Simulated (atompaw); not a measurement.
## Ta (Z = 73): variants of one PAW (atompaw) potential

Base potential:

```json
{
  "Element": "tantalum (Ta)",
  "Generator": "atompaw 4.2.0.5",
  "Type": "PAW",
  "Functional": "PBE",
  "Relativity": "non-relativistic",
  "Frozen core": "[Kr] 4d10 4f14",
  "Valence charge": "13",
  "Reference configuration": "5s2 5p6 5d3.5 6s1.5 6p0",
  "Partial waves": "5s (bound): rc 1.50 bohr; 6s (bound): rc 3.00 bohr; 5p (bound): rc 1.75 bohr; 6p (bound, empty): rc 3.00 bohr; 5d (bound): rc 3.00 bohr; 5d channel at 2.2 Ry: rc 3.00 bohr",
  "Local potential": "troulliermartins scheme with l = 3 at 1 Ry, radius 2.75 bohr",
  "Core correction": "smooth core density matched at 1.90 bohr",
  "Augmentation charge": "sinc compensation charge, radius 2.90 bohr; PAW radius 3.00 bohr; waves and projectors: custom rrkj gramschmidtortho"
}
```

All-electron outer shells of the reference configuration (PBE, non-relativistic, ld1.x):

| shell | level (eV) | outermost node (bohr) | outermost maximum (bohr) |
| --- | --- | --- | --- |
| 4d | -223.76 | 0.22 | 0.47 |
| 5s | -59.11 | 0.59 | 1.07 |
| 5p | -36.10 | 0.61 | 1.17 |
| 4f | -31.06 | – | 0.44 |
| 6s | -4.23 | 1.45 | 3.11 |
| 5d | -3.94 | 0.65 | 1.56 |
| 6p | -1.31 | 1.66 | 4.15 |

Cutoffs, loose and tight: the cutoffs (Ry, on a coarse ladder) from which the occupation-weighted sum of valence levels, in a spherical-Bessel basis at the reference potential, stays within 10 and 1 mRy of its value at 400 Ry. They see the waves, projectors and local potential, not the compensation charge or the core. A dash means not determined.

A true bound ghost makes a file unfit for plane-wave use even where its test errors are small: the radial tests pick states by their node count and pass the ghost by.

```tsv
change	outcome	cutoff, loose	cutoff, tight	bound ghosts
base	generated	25 Ry	45 Ry	s
wave 5p (bound): rc 1.75 bohr becomes 5p (bound): rc 1.72 bohr	generated	30 Ry	50 Ry	s
wave 5p (bound): rc 1.75 bohr becomes 5p (bound): rc 2.06 bohr	generated	21 Ry	35 Ry	s
wave 5p (bound): rc 1.75 bohr becomes 5p (bound): rc 2.30 bohr	generated	21 Ry	30 Ry	s
wave 5p (bound): rc 1.75 bohr becomes 5p (bound): rc 2.46 bohr	generated	21 Ry	30 Ry	s
wave 5p (bound): rc 1.75 bohr becomes 5p (bound): rc 2.60 bohr	generated	21 Ry	30 Ry	s
wave 5p (bound): rc 1.75 bohr becomes 5p (bound): rc 2.74 bohr	generated	18 Ry	30 Ry	s
wave 5p (bound): rc 1.75 bohr becomes 5p (bound): rc 2.90 bohr	generated	18 Ry	30 Ry	s
```

Q: What comes out with this change to the base: wave 5p (bound): rc 1.75 bohr becomes 5p (bound): rc 1.60 bohr?

A: outcome: generated; cutoff, loose: 30 Ry; cutoff, tight: 55 Ry; bound ghosts: s.

Q: What comes out with this change to the base: wave 5p (bound): rc 1.75 bohr becomes 5p (bound): rc 1.94 bohr?

A: outcome: generated; cutoff, loose: 25 Ry; cutoff, tight: 40 Ry; bound ghosts: s.
